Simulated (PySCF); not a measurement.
**Bond curve of SeF**

Set-up: basis Se def2-SVPD, F def2-SVPD; no relativity; PySCF 2.14. Energies in eV from Se + F in their ground configurations at the same level. State: ²Π (doublet), unpaired electrons π ↑.

| R (Å) | M06-2X | r²SCAN | UHF-CCSD(T) | TPSSh |
| --- | --- | --- | --- | --- |
| 1.519 | -1.895 | -2.159 |  | -2.146 |
| 1.589 | -2.604 | -2.870 | -2.403 | -2.869 |
| 1.660 | -2.989 | -3.263 | -2.827 | -3.271 |
| 1.713 | -3.122 | -3.407 | -2.993 | -3.420 |
| 1.766 | -3.155 | -3.454 | -3.059 | -3.471 |
| 1.819 | -3.110 | -3.426 | -3.050 | -3.446 |
| 1.890 | -2.961 | -3.305 | -2.952 | -3.327 |
| 1.978 | -2.675 | -3.060 | -2.733 | -3.083 |
| 2.084 | -2.250 | -2.690 | -2.361 | -2.711 |
| 2.225 | -1.643 | -2.148 |  | -2.165 |

Q: Put a parabola through the three lowest points of the M06-2X curve and estimate Re, k and ωe (reduced mass 15.35 u; 1 eV/Å² = 0.16022 mdyn/Å; ωe = 1302.8·√(k/μ) cm⁻¹).

A: Through R = 1.713, 1.766, 1.819 Å the second-order coefficient is 13.9 eV/Å², so Re ≈ 1.762 Å, k ≈ 4.45 mdyn/Å and ωe ≈ 701 cm⁻¹. A polynomial fit of higher order to the unrounded M06-2X energies gives Re = 1.760 Å, k = 4.55 mdyn/Å, ωe = 709 cm⁻¹; anharmonicity and rounding make the difference.

The higher-order fit for each curve: M06-2X: Re = 1.760 Å, ωe = 709 cm⁻¹, De = 3.16 eV; r²SCAN: Re = 1.771 Å, ωe = 674 cm⁻¹, De = 3.45 eV; UHF-CCSD(T): Re = 1.784 Å, ωe = 654 cm⁻¹, De = 3.06 eV; TPSSh: Re = 1.773 Å, ωe = 676 cm⁻¹, De = 3.47 eV.

Correlated steps freeze 10 core orbitals. Correlated levels converge slowly with the basis: in double zeta they bind strong bonds too weakly, by up to about 1 eV, and carry superposition errors of some tenths. Spin–orbit coupling is left out. The state is the lowest determinant that a PBE0 search found; another state may lie lower at other levels.
